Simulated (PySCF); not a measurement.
Bond length, frequency and bond energy of GaF⁺ by level of theory

State: ²Σ⁺ (doublet), unpaired electrons σ ↑. Set-up: Ga def2-TZVPPD, F def2-TZVPPD; no relativity (PySCF 2.14). De refers to Ga⁺ + F in their high-spin ground configurations, without counterpoise correction. The functionals are run spin-unrestricted. A positive dipole points towards F; it is taken about the centre of mass and depends on that origin. Levels whose curve was spin-contaminated or gave no clean fit are not listed.

| Level | Re (Å) | ωe (cm⁻¹) | De (eV) | μ (D) | CPU s a point (SCF and correlation, without the integrals) |
| --- | --- | --- | --- | --- | --- |
| UHF | 1.677 | 822 | 0.58 | -4.24 | 1.2 |
| UHF-CCSD | 1.693 | 769 | 1.50 | n/a | n/a |
| UHF-CCSD(T) | 1.699 | 752 | 1.64 | n/a | 120 |
| PBE | 1.733 | 663 | 1.86 | -3.38 | 1.5 |
| BLYP | 1.751 | 630 | 1.60 | -3.40 | 0.99 |
| r²SCAN | 1.703 | 729 | 1.92 | -3.50 | 2.3 |
| M06-L | 1.723 | 662 | 1.51 | -3.47 | 2.3 |
| B3LYP | 1.723 | 677 | 1.46 | -3.63 | 2.5 |
| PBE0 | 1.706 | 717 | 1.62 | -3.66 | 2.9 |
| M06 | 1.717 | 653 | 1.05 | -3.64 | 3.1 |
| BHandHLYP | 1.696 | 740 | 1.18 | -3.93 | 1.8 |
| ωB97X | 1.709 | 710 | 1.41 | -3.69 | 3.1 |

Question: Which functional lies closest to UHF-CCSD(T) in De, which farthest, and by how much do they differ from it?

Answer: Closest is PBE0 (+0.7 pm in Re, -4.7 % in ωe, -0.02 eV in De against UHF-CCSD(T) in the same basis), farthest M06 (+1.8 pm in Re, -13.2 % in ωe, -0.59 eV in De). CCSD(T) converges more slowly with the basis than the functionals do and binds too weakly in this one, so the order can change at the basis-set limit.

Question: What does the step from GGA to meta-GGA do here, going from PBE to r²SCAN?

Answer: r²SCAN less PBE: -3.0 pm in Re, +10.0 % in ωe, +0.06 eV in De. 

Question: What does all correlation do here, going from UHF to UHF-CCSD(T)?

Answer: UHF-CCSD(T) less UHF: +2.2 pm in Re, -8.5 % in ωe, +1.06 eV in De. Correlation nearly always deepens the well. The bond lengthens, as in strong covalent bonds, where excitations into antibonding orbitals dominate.

Correlated steps freeze 10 core orbitals. Spin–orbit coupling is left out. For an ion De counts to the pair picked by the measured ionisation energies or electron affinities, which need not be the lowest pair at this level. The state is the lowest determinant that a PBE0 search found; another state may lie lower at other levels.

The whole job (state search and all levels along the bond) took about 11 min on 2 threads of Arm Neoverse V2 (shared host), peak memory 3.3 GiB.
